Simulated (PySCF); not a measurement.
Dipole moment and polarisability of `[H]/N=C\C1=CCC1=O`

C5H5NO.
Structure used (GFN2-xTB), in Å, numbered top down from 1:
```
atom  x, y, z in Å
N1     2.5440   -0.2517    0.8363
C2     1.6359   -0.7771    0.1400
C3     0.2887   -0.2736   -0.0628
C4    -0.7942   -0.6877   -0.7591
C5    -1.6789    0.4643   -0.3583
C6    -0.4350    0.9336    0.4286
O7    -0.1873    1.8746    1.1204
H8     2.2758    0.6189    1.2956
H9     1.8770   -1.7083   -0.3695
H10   -0.9876   -1.5358   -1.3904
H11   -1.9937    1.1294   -1.1617
H12   -2.5435    0.2127    0.2549
```

Level: PBE0/def2-SVPD (PySCF), static field, nuclei fixed, core orbitals frozen in the response. The polarisability tensor in these axes (au):

```
x   84.92 -1.96 15.43
y   -1.96 62.89 12.40
z   15.43 12.40 56.43
```

Question: What are the eigenvalues, a third of the trace, and Δα (Δα² = ½Σ(αi − αj)² over the three pairs)?

Answer: Principal values 42.40, 69.77 and 92.07 au; mean 68.08 au = 10.09 Å³ = 11.22 × 10⁻⁴⁰ C²·m²/J; Δα = 43.10 au (63 % of the mean).

Question: What is the dipole moment, and where does it point?

Answer: (-3.03, -2.08, -2.51) D, 4.45 D in size, pointing from the negative to the positive side. Measured along this direction, the outermost atoms are H8 at the negative end and H10 at the positive end.

Question: Sum over states: ᾱ = Σ f/ω², ω in Eh. What share falls to these 6 lowest TDDFT singlets (eV, f)? 3.58, 0.0003; 4.25, 0.0024; 5.01, 0.0009; 5.42, 0.1679; 5.60, 0.0009; 6.37, 0.3170.

Answer: They add up to 10.19 au, 15.0 % of the 68.08 au; the largest single term is 5.79 au, from the state at 6.37 eV. Terms in order: 0.02, 0.10, 0.03, 4.23, 0.02, 5.79 au. Higher excitations give the rest. The strengths listed sum to 0.489.

Question: Give the principal axes and the span of the nuclei along them.

Answer: Largest value along (0.89, 0.12, 0.43), where the nuclei span 4.81 Å; middle along (-0.32, 0.85, 0.42), 4.33 Å; least along (-0.31, -0.51, 0.80), 1.77 Å. The response follows the extents in order.

Question: Estimate the molar refractivity from the static electronic polarisability.

Answer: Lorentz–Lorenz: R = (4π/3)N_A α = 2.5225 cm³/(mol·Å³) × 10.09 Å³ = 25.4 cm³/mol, in the limit of long wavelengths.

Question: Find the Langevin capture rate constant for H3O+ (19.018 u) meeting this molecule (95.037 u), k = 2.342 × 10⁻⁹ cm³/s × √(α in Å³ / reduced mass in u).

Answer: The reduced mass is 15.85 u, so k = 1.87 × 10⁻⁹ cm³/s. The formula leaves out the permanent dipole, which adds to the capture rate.

Question: Refractivity n − 1 of an ideal gas of it at 400 K and 1 atm, from the electronic α?

Answer: N = p/kT = 1.8347 × 10¹⁹ cm⁻³, so n − 1 = 2π × N × 10.09 × 10⁻²⁴ cm³ = 1163 × 10⁻⁶ at long wavelengths.

The structure is a single GFN2-xTB conformer in the gas phase; no vibrational or solvent corrections.

The run behind these numbers computed excited states as well. Rough CPU time on one thread of a shared machine: about 60 s (with the writing of density and orbital grids).
